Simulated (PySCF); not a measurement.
4-oxopentanal, C5H8O2.
Z-matrix (Å and degrees, GFN2-xTB geometry), rows numbered from 1:
```
C 
C   1  1.5026
O   2  1.2042  1  123.38
C   2  1.5211  1  114.58  3   179.84
C   4  1.5254  2  110.29  1   149.56
C   5  1.5009  4  111.06  2   -70.07
O   6  1.1983  5  125.27  4    -3.38
H   1  1.0893  2  107.67  3   104.68
H   1  1.0871  2  110.92  3  -136.98
H   1  1.0867  2  110.58  3   -14.14
H   4  1.0926  2  107.39  1   -90.34
H   4  1.0899  2  109.92  1    27.56
H   5  1.0934  4  109.86  2    48.90
H   5  1.0924  4  111.92  2   168.54
H   6  1.1077  5  113.54  4   176.71
```

Level of theory: PBE0/def2-SVPD in PySCF (dipole) on a GFN2-xTB geometry, gas phase.

Masses are those of the commonest isotopes; rigid-rotor values at the optimised geometry. The values belong to one conformer with, in the numbering `[CH3:1][C:2](=[O:3])[CH2:4][CH2:5][CH:6]=[O:7]`, C1–C2–C4–C5 150°, C2–C4–C5–C6 -70°, C4–C5–C6–O7 -3°.

(1) Give the principal moments of inertia and the rotational constants in MHz.

(2) What kind of rotor is it?

(3) Is it planar, by Δ = Ic − Ia − Ib?

(4) Which lines would a microwave search look for?

Results:

(1) Ia = 120.24, Ib = 265.53, Ic = 290.83 u·Å²; 505379 MHz·u·Å²/I gives A = 4203, B = 1903, C = 1738 MHz.

(2) An asymmetric top; Ray's κ = -0.866.

(3) Not planar: Δ = Ic − Ia − Ib = -94.94 u·Å². For a rigid frame Δ = −2 Σ m c², so Σ m c² = 47.47 u·Å² lies off the ab plane: 9.52 from hydrogen and 37.95 from heavier atoms. The atom farthest from that plane is 1.69 Å away.

(4) The dipole components are |μa| = 0.43 D, |μb| = 1.43 D, |μc| = 2.73 D. The squared components, which scale the intensities, stand as 0.03 : 0.28 : 1.00 (a : b : c). Some of the stronger lines:

```
type  branch         J(Ka,Kc)    MHz  lower level (cm⁻¹)
   c       Q  2(1,2) ← 2(0,2)   2143               0.364
   c       Q  1(1,1) ← 1(0,1)   2300               0.121
   b       Q  1(1,0) ← 1(0,1)   2465               0.121
   b       Q  2(1,1) ← 2(0,2)   2640               0.364
   b       Q  3(1,2) ← 3(0,3)   2917               0.727
   b       R  3(1,2) ← 2(2,1)   4266               0.682
   b       R  2(0,2) ← 1(1,1)   4974               0.198
   b       R  1(1,1) ← 0(0,0)   5941               0.000
   c       R  1(1,0) ← 0(0,0)   6106               0.000
   b       Q  3(2,1) ← 3(1,2)   6700               0.825
   c       Q  2(2,1) ← 2(1,1)   6900               0.452
   b       Q  2(2,1) ← 2(1,2)   7396               0.436
   b       Q  3(2,2) ← 3(1,3)   7650               0.791
   b       R  3(0,3) ← 2(1,2)   8746               0.436
   c       Q  3(3,1) ← 3(2,1)  11876               1.048
   b       Q  3(3,0) ← 3(2,1)  11876               1.048
   b       Q  3(3,1) ← 3(2,2)  11919               1.047
   b       R  3(1,3) ← 2(0,2)  12812               0.364
   c       R  3(1,2) ← 2(0,2)  13805               0.364
   c       R  2(2,0) ← 1(1,0)  14356               0.204
   c       R  2(2,1) ← 1(1,1)  14513               0.198
   b       R  2(2,0) ← 1(1,1)  14521               0.198
   b       R  3(2,2) ← 2(1,1)  17823               0.452
   c       R  3(2,1) ← 2(1,1)  17866               0.452
   c       R  3(2,2) ← 2(1,2)  18319               0.436
   c       R  3(3,0) ← 2(2,0)  22833               0.683
   c       R  3(3,1) ← 2(2,1)  22842               0.682
   b       R  3(3,0) ← 2(2,1)  22842               0.682
```

No GFN2-xTB frequencies stand behind this structure, so it isn't proved a minimum. Constants of a rigid frame at the computed geometry: no zero-point averaging, no centrifugal distortion. A rigid rotor knows nothing of internal rotation, which can split or shift real lines.

Hardware: one thread of an Arm Neoverse V1, no GPU, on a shared host. Cost: 32 s wall (grids of density and orbitals included), 0.85 GiB resident at most. This is the PBE0/def2-SVPD job that gave the dipole, with the excitations it also computed.
